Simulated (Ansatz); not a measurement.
Input for Ansatz (a first-principles code): R-BLYP/def2-TZVPP on F2GaHSe (SMILES [F][Ga]([F])[SeH]), a point of a torsion scan.

Ansatz 0.2 input:
```yaml
crystal:
  periodic: [false, false, false]
  atoms:
    - {symbol: F, position_ang: [-1.49890318, 1.48211244, 0.14807637]}
    - {symbol: Ga, position_ang: [-0.70518830, -0.08871952, 0.11801979]}
    - {symbol: F, position_ang: [-1.84420455, -1.37264655, -0.27244879]}
    - {symbol: Se, position_ang: [1.55357936, -0.42039934, 0.52355295]}
    - {symbol: H, position_ang: [1.29967135, -0.59212383, 1.94507749]}
basis:
  gaussian:
    orbitals: def2-TZVPP
hamiltonian:
  xc: {name: BLYP}
scf: {lower_state_search: off}
```

### Question
What total energy does the run end on?

### Answer
-4527.0027 hartree.
